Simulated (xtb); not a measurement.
Be(OH)(SiH3) (BeH4OSi), SMILES [SiH3][Be][OH]. All values are semi-empirical tight-binding results from xtb (GFN2-xTB unless named), good for trends rather than for accurate numbers. Geometry: GFN2-xTB. Other conformers were not sampled.

Optimised geometry:

```xyz
7

Be     0.6644    -0.0547    -0.5219
O      1.8013     0.0646    -1.2820
H      2.5620     0.1951    -1.8215
Si    -1.0614    -0.0365     0.7598
H     -2.0337    -1.1397     0.7247
H     -1.9581     1.1208     0.6016
H     -0.7787     0.0364     2.2025
```
Charge 0, spin multiplicity 1.

For metal compounds this method's bond lengths and energies can be far off.

The point group as xtb finds it is Cs and the orbital gap is 4.42 eV. The zero-point energy is 24.2 kcal/mol and the G − E(el) at 298.15 K (modified RRHO) is 7.1 kcal/mol.

Computed atomic charges and the Wiberg bond orders between heavy atoms:
charges (e) Be1 0.51, O2 -0.60, H3 0.28, Si4 0.27, H5 -0.15, H6 -0.16, H7 -0.16. Bond orders Be1–O2 1.22, Be1–Si4 0.88.
